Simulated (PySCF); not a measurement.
H2O3S, SMILES O=[SH](=O)O. Atoms are numbered in the order given.

```xyz
6

O     -1.0935    -0.6938    -0.7500
S     -0.1904    -0.0114     0.1717
O     -0.0242     1.4477     0.2243
O      1.3128    -0.6805     0.0031
H     -0.4506    -0.4820     1.4525
H      1.9365     0.0778    -0.0186
```
Charge 0, spin multiplicity 1.

The structure is a stationary point at PBE-D3(BJ)/def2-SVP. Other conformers were not sampled.

Computed with B3LYP/pcJ-1 (PySCF).

Isotropic couplings with Fermi-contact, spin-dipole and both spin-orbit terms, one fixed conformer, no vibrational averaging. Isotopes: 1H.

Computed spin–spin coupling constants:
| pair | bonds apart | J (Hz) |
|---|---|---|
| H5–H6 | 3 | 0.4 |
